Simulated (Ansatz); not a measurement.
`[SiH3][Sn]([SiH3])([SiH3])[Cl]`, 14 atoms. Total charge 0; spin multiplicity 1. Correlated methods include outer-core shells of Sn, which these sets cover unevenly. Sn: def2 effective core potential. All runs use 4 threads of an Intel Xeon Platinum 8259CL on a shared host. Correlated methods freeze the cores.

Problem. How many basis functions does each run have, and how long does it take in Ansatz? RKS PBE0-D4/def2-SVP energy; RKS PBE0-D4/def2-TZVP frequencies; RHF-MP2/def2-TZVPP energy; RKS ωB97M-V/def2-SVP energy; RKS ωB97M-V/def2-QZVPP energy; RHF-MP2/def2-QZVPP energy; RKS LC-ωPBE/def2-TZVPP energy; RKS PBE0-D4/def2-TZVP relaxation (5 steps); RHF-CCSD(T)/def2-SVP energy; RKS r2SCAN0-D4/def2-TZVPP energy; RKS ωB97X-V/def2-TZVPP energy; RKS revPBE-D4/def2-TZVPP energy. (An estimate is asked.)

Solution. Computed: Other jobs shared the machine, so times are rough.

```json
{"level": "RKS PBE0-D4/def2-SVP", "job": "energy", "functions": "143", "wall time": "2.5 s", "peak host memory (GiB)": "0.65"}
{"level": "RKS revPBE-D4/def2-TZVPP", "job": "energy", "functions": "344", "wall time": "4 s", "peak host memory (GiB)": "0.69"}
{"level": "RKS LC-ωPBE/def2-TZVPP", "job": "energy", "functions": "344", "wall time": "6 s", "peak host memory (GiB)": "1"}
{"level": "RKS ωB97M-V/def2-SVP", "job": "energy", "functions": "143", "wall time": "9 s", "peak host memory (GiB)": "0.67"}
{"level": "RHF-MP2/def2-TZVPP", "job": "energy", "functions": "344", "wall time": "9.5 s", "peak host memory (GiB)": "1.2"}
{"level": "RKS r2SCAN0-D4/def2-TZVPP", "job": "energy", "functions": "344", "wall time": "12 s", "peak host memory (GiB)": "1.6"}
{"level": "RHF-CCSD(T)/def2-SVP", "job": "energy", "functions": "143", "wall time": "15 s", "peak host memory (GiB)": "1"}
{"level": "RKS ωB97X-V/def2-TZVPP", "job": "energy", "functions": "344", "wall time": "17 s", "peak host memory (GiB)": "1.9"}
{"level": "RKS PBE0-D4/def2-TZVP", "job": "relaxation (5 steps)", "functions": "252", "wall time": "43 s", "peak host memory (GiB)": "1.1"}
{"level": "RKS ωB97M-V/def2-QZVPP", "job": "energy", "functions": "632", "wall time": "46 s", "peak host memory (GiB)": "4.3"}
{"level": "RHF-MP2/def2-QZVPP", "job": "energy", "functions": "632", "wall time": "49 s", "peak host memory (GiB)": "5.4"}
{"level": "RKS PBE0-D4/def2-TZVP", "job": "frequencies", "functions": "252", "wall time": "7.7 min", "peak host memory (GiB)": "1.1"}
```

LC-ωPBE has ω = 0.4 bohr⁻¹.
